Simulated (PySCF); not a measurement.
Members of one series of related molecules.

All values: PBE0/pcSseg-1 (PySCF) at GFN2-xTB geometries, gas phase, one conformer each.

(1) Rank by the highest IAO charge on any atom, highest value first.
A. `CC(=O)[P@]1(=O)C(C)=C1F`
B. `C1(F)=C(C)[P@@]1(CO)=O`
C. `C(C[P@@]1(C(=C1F)C)=O)CO`
D. `C=CC[P@]1(=O)C(C)=C1F`

(2) Rank by HOMO–LUMO gap, highest first.
A. `C(C[P@]1(=O)C(C)=C1F)=C`
B. `CC1=C(F)[P@@]1(=O)C1CCC1`
C. `CC1=C(F)[P@]1(=O)CCC#N`
D. `CC1=C(F)[P@@]1(=O)c1ccco1`
E. `CC1=C(C)P1(=O)C1CCC1`
F. `CC(=O)[P@]1(=O)C(C)=C1F`

(3) Rank by dipole moment, lowest first.
A. `[CH3:1][C:2]1=[C:3]([F:4])[P@@:5]1(=[O:6])[CH:7]1[CH2:8][CH2:9]1` with C3–P5–C7–C8 -122°
B. `[CH3:1][C:2](=[O:3])[P@:4]1(=[O:5])[C:6]([CH3:7])=[C:8]1[F:9]` with C1–C2–P4–O5 -2°
C. `[CH3:1][C:2]1=[C:3]([F:4])[P@:5]1(=[O:6])[CH2:7][CH:8]([CH3:9])[CH3:10]` with C3–P5–C7–C8 107°, P5–C7–C8–C9 178°
D. `[CH3:1][C:2]1=[C:3]([F:4])[P@@:5]1(=[O:6])[c:7]1[cH:8][cH:9][cH:10][o:11]1` with C3–P5–C7–C8 -152°
E. `[CH3:1][C:2]1=[C:3]([F:4])[P@:5]1(=[O:6])[CH2:7][CH2:8][C:9]#[N:10]` with C3–P5–C7–C8 105°, P5–C7–C8–C9 -55°
F. `[CH3:1][C:2]1=[C:3]([F:4])[P@@:5]1(=[O:6])[CH2:7][OH:8]` with C3–P5–C7–O8 164°, P5–C7–O8–H 49°

Answers

(1) C (+1.481 e), D (+1.453 e), B (+1.417 e), A (+1.332 e).

(2) C (7.66 eV), B (7.53 eV), A (7.08 eV), E (6.78 eV), D (6.12 eV), F (5.51 eV).

(3) B (2.11 D), F (2.98 D), C (3.81 D), A (3.97 D), D (4.29 D), E (6.09 D).

All values together:

```json
{"SMILES": "CC1=C(F)[P@@]1(=O)C1CCC1", "change": "parent", "formula": "C7H10FOP", "μ (D)": "4.23", "HOMO (eV)": "-7.63", "LUMO (eV)": "-0.10", "lowest IAO charge (e)": "-0.879 (O)", "highest IAO charge (e)": "+1.447 (P)", "lowest Hirshfeld charge (e)": "-0.387 (O)", "highest Hirshfeld charge (e)": "+0.394 (P)"}
{"SMILES": "CC(=O)[P@]1(=O)C(C)=C1F", "change": "cBu replaced by COCH3", "formula": "C5H6FO2P", "μ (D)": "2.11", "HOMO (eV)": "-7.54", "LUMO (eV)": "-2.03", "lowest IAO charge (e)": "-0.877 (O)", "highest IAO charge (e)": "+1.332 (P)", "lowest Hirshfeld charge (e)": "-0.378 (O)", "highest Hirshfeld charge (e)": "+0.362 (P)"}
{"SMILES": "CC1=C(F)[P@@]1(C)=O", "change": "cBu replaced by CH3", "formula": "C4H6FOP", "μ (D)": "4.11", "HOMO (eV)": "-7.71", "LUMO (eV)": "-0.06", "lowest IAO charge (e)": "-0.878 (O)", "highest IAO charge (e)": "+1.470 (P)", "lowest Hirshfeld charge (e)": "-0.389 (O)", "highest Hirshfeld charge (e)": "+0.401 (P)"}
{"SMILES": "CC1=C(F)[P@@]1(=O)c1ccco1", "change": "cBu replaced by 2-furyl", "formula": "C7H6FO2P", "μ (D)": "4.29", "HOMO (eV)": "-7.25", "LUMO (eV)": "-1.13", "lowest IAO charge (e)": "-0.873 (O)", "highest IAO charge (e)": "+1.484 (P)", "lowest Hirshfeld charge (e)": "-0.378 (O)", "highest Hirshfeld charge (e)": "+0.378 (P)"}
{"SMILES": "C=CC[P@]1(=O)C(C)=C1F", "change": "cBu replaced by allyl", "formula": "C6H8FOP", "μ (D)": "4.15", "HOMO (eV)": "-7.59", "LUMO (eV)": "-0.51", "lowest IAO charge (e)": "-0.876 (O)", "highest IAO charge (e)": "+1.453 (P)", "lowest Hirshfeld charge (e)": "-0.387 (O)", "highest Hirshfeld charge (e)": "+0.395 (P)"}
{"SMILES": "CC1=C(C)P1(=O)C1CCC1", "change": "F replaced by CH3", "formula": "C8H13OP", "μ (D)": "4.52", "HOMO (eV)": "-6.83", "LUMO (eV)": "-0.05", "lowest IAO charge (e)": "-0.903 (O)", "highest IAO charge (e)": "+1.430 (P)", "lowest Hirshfeld charge (e)": "-0.406 (O)", "highest Hirshfeld charge (e)": "+0.370 (P)"}
{"SMILES": "CC1=C(F)[P@]1(=O)CCCO", "change": "cBu replaced by C3H6OH", "formula": "C6H10FO2P", "μ (D)": "3.94", "HOMO (eV)": "-7.23", "LUMO (eV)": "0.39", "lowest IAO charge (e)": "-0.918 (O)", "highest IAO charge (e)": "+1.481 (P)", "lowest Hirshfeld charge (e)": "-0.403 (O)", "highest Hirshfeld charge (e)": "+0.372 (P)"}
{"SMILES": "CC1=C(F)[P@]1(=O)CCC#N", "change": "cBu replaced by C2H4CN", "formula": "C6H7FNOP", "μ (D)": "6.09", "HOMO (eV)": "-7.93", "LUMO (eV)": "-0.27", "lowest IAO charge (e)": "-0.877 (O)", "highest IAO charge (e)": "+1.448 (P)", "lowest Hirshfeld charge (e)": "-0.376 (O)", "highest Hirshfeld charge (e)": "+0.389 (P)"}
{"SMILES": "CC1=C(F)[P@]1(=O)CC(C)C", "change": "cBu replaced by iBu", "formula": "C7H12FOP", "μ (D)": "3.81", "HOMO (eV)": "-7.64", "LUMO (eV)": "0.02", "lowest IAO charge (e)": "-0.882 (O)", "highest IAO charge (e)": "+1.450 (P)", "lowest Hirshfeld charge (e)": "-0.380 (O)", "highest Hirshfeld charge (e)": "+0.398 (P)"}
{"SMILES": "CC1=C(F)[P@@]1(=O)CO", "change": "cBu replaced by CH2OH", "formula": "C4H6FO2P", "μ (D)": "2.98", "HOMO (eV)": "-7.79", "LUMO (eV)": "-0.33", "lowest IAO charge (e)": "-0.880 (O)", "highest IAO charge (e)": "+1.417 (P)", "lowest Hirshfeld charge (e)": "-0.381 (O)", "highest Hirshfeld charge (e)": "+0.386 (P)"}
{"SMILES": "CC1=C(F)[P@@]1(=O)C1CC1", "change": "cBu replaced by cPr", "formula": "C6H8FOP", "μ (D)": "3.97", "HOMO (eV)": "-7.66", "LUMO (eV)": "-0.04", "lowest IAO charge (e)": "-0.881 (O)", "highest IAO charge (e)": "+1.470 (P)", "lowest Hirshfeld charge (e)": "-0.375 (O)", "highest Hirshfeld charge (e)": "+0.397 (P)"}
```

Conformers: `[CH3:1][C:2]1=[C:3]([F:4])[P@@:5]1(=[O:6])[CH:7]1[CH2:8][CH2:9][CH2:10]1` with C3–P5–C7–C8 -82°, C2–C3–P5–O6 107°, P5–C7–C8–C9 104°, C7–C8–C9–C10 12°, C8–C9–C10–C7 -12°; `[CH3:1][C:2](=[O:3])[P@:4]1(=[O:5])[C:6]([CH3:7])=[C:8]1[F:9]` with C1–C2–P4–O5 -2°; `[CH3:1][C:2]1=[C:3]([F:4])[P@@:5]1(=[O:6])[c:7]1[cH:8][cH:9][cH:10][o:11]1` with C3–P5–C7–C8 -152°; `[CH2:1]=[CH:2][CH2:3][P@:4]1(=[O:5])[C:6]([CH3:7])=[C:8]1[F:9]` with C1–C2–C3–P4 -104°, C2–C3–P4–O5 -177°; `[CH3:1][C:2]1=[C:3]([CH3:4])[P:5]1(=[O:6])[CH:7]1[CH2:8][CH2:9][CH2:10]1` with C3–P5–C7–C8 84°, C2–C3–P5–O6 -107°, P5–C7–C8–C9 -106°, C7–C8–C9–C10 -11°, C8–C9–C10–C7 11°; `[CH3:1][C:2]1=[C:3]([F:4])[P@:5]1(=[O:6])[CH2:7][CH2:8][CH2:9][OH:10]` with C3–P5–C7–C8 121°, P5–C7–C8–C9 -57°, C7–C8–C9–O10 51°, C8–C9–O10–H 76°; `[CH3:1][C:2]1=[C:3]([F:4])[P@:5]1(=[O:6])[CH2:7][CH2:8][C:9]#[N:10]` with C3–P5–C7–C8 105°, P5–C7–C8–C9 -55°; `[CH3:1][C:2]1=[C:3]([F:4])[P@:5]1(=[O:6])[CH2:7][CH:8]([CH3:9])[CH3:10]` with C3–P5–C7–C8 107°, P5–C7–C8–C9 178°; `[CH3:1][C:2]1=[C:3]([F:4])[P@@:5]1(=[O:6])[CH2:7][OH:8]` with C3–P5–C7–O8 164°, P5–C7–O8–H 49°; `[CH3:1][C:2]1=[C:3]([F:4])[P@@:5]1(=[O:6])[CH:7]1[CH2:8][CH2:9]1` with C3–P5–C7–C8 -122°.

Problem. Give the shifts from the parent, `CC1=C(F)[P@@]1(=O)C1CCC1`.

Solution. 
```
                   SMILES  change in μ (D)  change in HOMO (eV)  change in LUMO (eV)
  CC(=O)[P@]1(=O)C(C)=C1F            -2.12                +0.09                -1.93
      CC1=C(F)[P@@]1(C)=O            -0.12                -0.08                +0.04
CC1=C(F)[P@@]1(=O)c1ccco1            +0.06                +0.38                -1.03
    C=CC[P@]1(=O)C(C)=C1F            -0.08                +0.04                -0.41
     CC1=C(C)P1(=O)C1CCC1            +0.29                +0.80                +0.05
    CC1=C(F)[P@]1(=O)CCCO            -0.29                +0.40                +0.49
   CC1=C(F)[P@]1(=O)CCC#N            +1.86                -0.30                -0.17
  CC1=C(F)[P@]1(=O)CC(C)C            -0.42                -0.01                +0.12
     CC1=C(F)[P@@]1(=O)CO            -1.25                -0.16                -0.23
  CC1=C(F)[P@@]1(=O)C1CC1            -0.26                -0.03                +0.06
```
